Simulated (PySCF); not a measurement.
## Calculated data, CH$_{5}$FOSi, AlBH$_{3}$N, C$_{3}$H$_{9}$B, Al$_{2}$H$_{4}$ and others

Calculation on a computer-drawn molecule: optimised geometry and harmonic frequencies of an isolated molecule of the commonest isotopes, restricted reference for singlets and unrestricted otherwise, frozen core in MP2. Program: PySCF 2.14.0.

Common to all runs: charge 0; multiplicity 1.

(1) CH$_{5}$FOSi

Start structure:
```xyz
9
CH5FOSi
C     -1.1552    -1.9694     0.1512
Si    -1.4493    -0.2052     0.8086
O     -0.1690     0.5403     1.3959
F     -1.8457     0.7732    -0.4646
H     -0.3150    -1.8731    -0.5615
H     -2.0118    -2.3254    -0.3547
H     -0.8434    -2.5879     0.9670
H     -2.6291    -0.0824     1.7180
H      0.4258     0.1606     2.0612
```

Settings of this run: method HF and basis cc-pV(D+d)Z.

It finds rotational constants 6.633, 5.962, 3.681 GHz; total energy -504.1530 hartree; convergence status largest gradient component 3.727e-05 hartree/bohr.

Drawn bonds:
| atom | other atom | order |
| --- | --- | --- |
| 1 | 2 | 1 |
| 2 | 3 | 1 |
| 2 | 4 | 1 |
| 1 | 5 | 1 |
| 1 | 6 | 1 |
| 1 | 7 | 1 |
| 2 | 8 | 1 |
| 3 | 9 | 1 |

Optimised structure:
```xyz
9
CH5FOSi
C     -1.1467    -1.9157     0.1774
Si    -1.4965    -0.2317     0.8730
O     -0.2913     0.3410     1.8165
F     -1.6917     0.7651    -0.3843
H     -0.2351    -1.9130    -0.4273
H     -1.9712    -2.2454    -0.4605
H     -1.0217    -2.6469     0.9806
H     -2.7168    -0.1754     1.6829
H      0.5783     0.4527     1.4629
```

Modes:
| frequency (cm⁻¹) | reduced mass (dalton) |
| --- | --- |
| 152.9 | 1.047 |
| 200.7 | 1.23 |
| 244.6 | 3.068 |
| 318 | 2.867 |
| 362.6 | 4.652 |
| 696.3 | 2.138 |
| 763.1 | 1.446 |
| 806.4 | 1.312 |
| 863.4 | 3.586 |
| 874.9 | 1.736 |
| 938.3 | 1.462 |
| 980.6 | 1.47 |
| 1001 | 2.453 |
| 1402 | 1.279 |
| 1547 | 1.049 |
| 1550 | 1.049 |
| 2389 | 1.042 |
| 3169 | 1.036 |
| 3251 | 1.101 |
| 3257 | 1.101 |
| 4176 | 1.067 |

(2) AlBH$_{3}$N

Start structure:
```xyz
6
AlBH3N
B     -0.6372    -2.6442     1.8986
N     -1.7846    -1.9875     1.5691
Al    -2.5121    -1.4982     0.0346
H      0.2534    -3.0503     1.2252
H     -0.4834    -2.7842     3.0619
H     -3.1309    -1.1255    -1.3245
```

Here we set method HF and basis cc-pV(D+d)Z.

Results for AlBH$_{3}$N: rotational constants 233.1, 5.215, 5.101 GHz; total energy -322.7728 hartree; convergence status largest gradient component 1.339e-05 hartree/bohr.

Drawn bonds:
| atom | other atom | order |
| --- | --- | --- |
| 1 | 2 | 1 |
| 2 | 3 | 2 |
| 1 | 4 | 1 |
| 1 | 5 | 1 |
| 3 | 6 | 1 |

Optimised structure:
```xyz
6
AlBH3N
B     -0.5523    -2.6722     1.9263
N     -1.4529    -2.1400     1.0056
Al    -2.5002    -1.5211    -0.0653
H      0.4855    -3.1913     1.5675
H     -0.7732    -2.6357     3.1200
H     -3.5018    -0.9296    -1.0892
```

Modes:
| frequency (cm⁻¹) | reduced mass (dalton) |
| --- | --- |
| 155.4 | 4.235 |
| 171.2 | 3.882 |
| 441.2 | 1.103 |
| 491.8 | 1.173 |
| 834.7 | 4.918 |
| 1007 | 1.353 |
| 1104 | 1.374 |
| 1324 | 1.169 |
| 1577 | 9.353 |
| 2126 | 1.054 |
| 2569 | 1.05 |
| 2597 | 1.124 |

(3) C$_{3}$H$_{9}$B

Start structure:
```xyz
13
C3H9B
B      0.6204     2.7991     0.5835
C      0.0391     1.3886     0.3485
C      0.8933     0.1952     0.7152
C     -0.5570     1.1059    -1.0716
H      1.5110     2.9408     1.3802
H      0.2266     3.7688    -0.0421
H     -0.7945     1.3963     1.0139
H      1.8058     0.1673    -0.0241
H      1.3450     0.2937     1.6546
H      0.4168    -0.7166     0.6293
H      0.2560     1.1837    -1.8113
H     -1.1253     0.2652    -1.1070
H     -1.2681     2.0245    -1.3703
```

Here we set method HF and basis cc-pVDZ.

Results for C$_{3}$H$_{9}$B: rotational constants 7.985, 7.892, 4.428 GHz; total energy -143.5157 hartree; convergence status largest gradient component 1.964e-05 hartree/bohr.

Drawn bonds:
| atom | other atom | order |
| --- | --- | --- |
| 1 | 2 | 1 |
| 2 | 3 | 1 |
| 2 | 4 | 1 |
| 1 | 5 | 1 |
| 1 | 6 | 1 |
| 2 | 7 | 1 |
| 3 | 8 | 1 |
| 3 | 9 | 1 |
| 3 | 10 | 1 |
| 4 | 11 | 1 |
| 4 | 12 | 1 |
| 4 | 13 | 1 |

Optimised structure:
```xyz
13
C3H9B
B      0.6569     2.8039     0.5629
C      0.0399     1.3767     0.3036
C      0.9488     0.2027     0.6920
C     -0.5798     1.1868    -1.0875
H      1.4927     2.9688     1.4124
H      0.2517     3.7678    -0.0324
H     -0.7942     1.4011     1.0336
H      1.8126     0.1369     0.0231
H      1.3295     0.3105     1.7098
H      0.4178    -0.7513     0.6308
H      0.1920     1.1802    -1.8635
H     -1.1194     0.2383    -1.1587
H     -1.2795     1.9901    -1.3274
```

Modes:
| frequency (cm⁻¹) | reduced mass (dalton) |
| --- | --- |
| 171.3 | 1.053 |
| 231 | 1.037 |
| 241 | 1.156 |
| 358.4 | 1.917 |
| 359.1 | 1.837 |
| 391.4 | 2.148 |
| 775.2 | 2.745 |
| 881.3 | 1.359 |
| 943.1 | 1.232 |
| 988.1 | 1.13 |
| 1020 | 1.769 |
| 1045 | 1.491 |
| 1163 | 1.435 |
| 1225 | 1.996 |
| 1281 | 1.577 |
| 1318 | 1.194 |
| 1402 | 1.41 |
| 1426 | 2.157 |
| 1512 | 1.268 |
| 1530 | 1.235 |
| 1583 | 1.044 |
| 1596 | 1.05 |
| 1603 | 1.051 |
| 1606 | 1.047 |
| 2655 | 1.055 |
| 2719 | 1.127 |
| 3038 | 1.077 |
| 3161 | 1.037 |
| 3167 | 1.038 |
| 3222 | 1.103 |
| 3228 | 1.102 |
| 3244 | 1.102 |
| 3246 | 1.102 |

(4) Al$_{2}$H$_{4}$

Start structure:
```xyz
6
Al2H4
Al     0.0337    -0.9673    -0.7349
Al     1.8453     0.8036    -0.0473
H     -1.1233    -0.6287    -1.7708
H      0.0292    -2.4411    -0.1396
H      1.6383     1.7830     1.1873
H      3.2136     0.9595    -0.8410
```

Here we set method MP2 and basis cc-pV(D+d)Z.

It finds rotational constants 69.06, 4.418, 4.417 GHz; total energy -486.2610 hartree; convergence status largest gradient component 1.432e-05 hartree/bohr.

Drawn bonds:
| atom | other atom | order |
| --- | --- | --- |
| 1 | 2 | 1 |
| 1 | 3 | 1 |
| 1 | 4 | 1 |
| 2 | 5 | 1 |
| 2 | 6 | 1 |

Optimised structure:
```xyz
6
Al2H4
Al     0.0376    -0.9633    -0.7335
Al     1.8412     0.7998    -0.0486
H     -1.1187    -0.6257    -1.7687
H      0.0331    -2.4361    -0.1388
H      1.6351     1.7788     1.1850
H      3.2085     0.9555    -0.8417
```

Modes:
| frequency (cm⁻¹) | reduced mass (dalton) |
| --- | --- |
| 118.7 | 1.008 |
| 323.8 | 1.064 |
| 324 | 1.064 |
| 350.5 | 9.235 |
| 566.4 | 1.192 |
| 566.5 | 1.192 |
| 778 | 1.06 |
| 838.8 | 1.064 |
| 1921 | 1.026 |
| 1937 | 1.058 |
| 1937 | 1.058 |
| 1941 | 1.028 |

(5) AlBFH$_{2}$N

Start structure:
```xyz
6
AlBFH2N
F     -2.3206     2.8466    -0.0689
B     -1.4555     2.0478     0.4534
N     -0.6177     1.2739     0.9595
Al     0.5680     0.1795     1.6741
H      2.0620     0.6563     1.8370
H      0.1147    -1.2575     2.1383
```

It was run with method MP2 and basis cc-pV(D+d)Z.

It finds rotational constants 131.7, 2.084, 2.052 GHz; total energy -422.2418 hartree; convergence status largest gradient component 3.619e-05 hartree/bohr.

Drawn bonds:
| atom | other atom | order |
| --- | --- | --- |
| 1 | 2 | 1 |
| 2 | 3 | 2 |
| 3 | 4 | 1 |
| 4 | 5 | 1 |
| 4 | 6 | 1 |

Optimised structure:
```xyz
6
AlBFH2N
F     -2.3489     2.8727    -0.0857
B     -1.4682     2.0594     0.4458
N     -0.6117     1.2684     0.9628
Al     0.5863     0.1626     1.6848
H      2.0751     0.6531     1.8416
H      0.1183    -1.2696     2.1442
```

Modes:
| frequency (cm⁻¹) | reduced mass (dalton) |
| --- | --- |
| 79.42 | 5.134 |
| 85.86 | 8.239 |
| 439.7 | 11.1 |
| 458 | 11.85 |
| 524 | 10.84 |
| 576.5 | 1.235 |
| 645.3 | 1.174 |
| 821.4 | 1.07 |
| 1120 | 15 |
| 1986 | 1.041 |
| 1989 | 1.063 |
| 2045 | 9.96 |
